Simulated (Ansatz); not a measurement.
Mulliken charges of C₂H₄Cl₂OSi (`C=C[Si](O)(Cl)Cl`) from B3LYP/def2-TZVPP in Ansatz (PBE0-D4/def2-TZVP geometry).

| atom | x (Å) | y (Å) | z (Å) | charge (e) |
| --- | --- | --- | --- | --- |
| C1 | 0.156 | -1.128 | 1.360 | -0.190 |
| C2 | -0.533 | -0.094 | 0.887 | -0.207 |
| Si3 | -0.149 | 0.679 | -0.730 | 0.710 |
| O4 | 1.107 | -0.115 | -1.387 | -0.365 |
| Cl5 | -1.774 | 0.607 | -1.976 | -0.237 |
| Cl6 | 0.297 | 2.665 | -0.501 | -0.237 |
| H7 | -0.078 | -1.580 | 2.319 | 0.116 |
| H8 | 0.981 | -1.564 | 0.806 | 0.119 |
| H9 | -1.354 | 0.315 | 1.471 | 0.099 |
| H10 | 1.431 | 0.164 | -2.245 | 0.192 |

Q: By hand: the dipole of these point charges (1 e Å = 4.8032 D).

A: Σ q r = (0.169, -0.324, 0.213) e Å, of length 0.423 e Å = 2.03 D.

Q: How does the dipole of the full density compare? (Estimate.)

A: The calculation gave: (0.163, -0.210, 0.060) e Å, 1.31 D; the point charges give 1.55 times that, at 20° from its direction.

Point charges leave out the atoms' own dipoles, such as those of lone pairs, and Mulliken's split depends on the basis, so the two needn't agree.

B3LYP here is the variant with VWN-RPA as its local correlation; programs differ in this.
